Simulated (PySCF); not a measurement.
**Radial density of Os³⁹⁺ (osmium, charge +39)**

revPBE, [Kr] 4d1, 2D determinant. Calculation: PySCF 2.14, in an uncontracted even-tempered set (18 s from 3.9 bohr⁻², ratio 2.5; 12 p from 5.1 bohr⁻², ratio 2.5; 9 d from 5.1 bohr⁻², ratio 2.5; 4 f from 21 bohr⁻², ratio 2.7; 3 g from 31 bohr⁻², ratio 2.7); no relativity, point nucleus.

```tsv
r (bohr)	4πr²ρ (e/bohr)	4πr²(ρα − ρβ)
0.000269	0.2750	0.0000
0.000452	0.7566	0.0000
0.000761	2.043	0.0000
0.00128	5.341	0.0000
0.00215	13.23	0.0000
0.00362	29.97	-0.0001
0.00609	58.39	-0.0001
0.0102	89.21	-0.0001
0.0172	96.74	0.0016
0.0290	91.11	0.0246
0.0488	126.6	0.2190
0.0820	117.6	0.9692
0.138	116.3	1.0572
0.232	71.41	0.2172
0.390	34.99	3.3674
0.656	5.586	0.5113
1.10	0.01484	0.0019
```

A non-relativistic calculation at this Z misses sizeable relativistic shifts. Spin-orbit coupling, absent here, splits the open shell strongly.
